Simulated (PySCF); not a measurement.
A compound of formula C20H12 has these computed shifts in ppm, with the number of atoms in brackets (GIAO PBE/pcSseg-1, gas phase, PySCF SCF with an in-house response code, fitting set def2-universal-JFIT, grid level 2, non-relativistic, geometry: GFN2-xTB; 13C, 1H against isolated TMS).

13C: 165.6 (1), 155.9 (1), 155.6 (1), 147.3 (1), 147.3 (1), 144.0 (1), 142.5 (1), 141.5 (1), 140.5 (1), 138.7 (1), 134.6 (1), 133.0 (1), 132.7 (1), 131.5 (1), 131.4 (1), 130.9 (1), 128.5 (1), 120.9 (1), 119.0 (1), 117.9 (1)
1H: 8.95 (1), 8.69 (1), 8.54 (1), 8.52 (1), 8.46 (1), 7.94 (1), 7.90 (1), 7.70 (1), 6.47 (1), 6.13 (1), 5.94 (1), 5.58 (1)

(1) Which structure gave them?

## Answers

(1) c1ccc2ccc3c4cc5cccc5c4ccc(c1)c23. Other isomers were not compared.
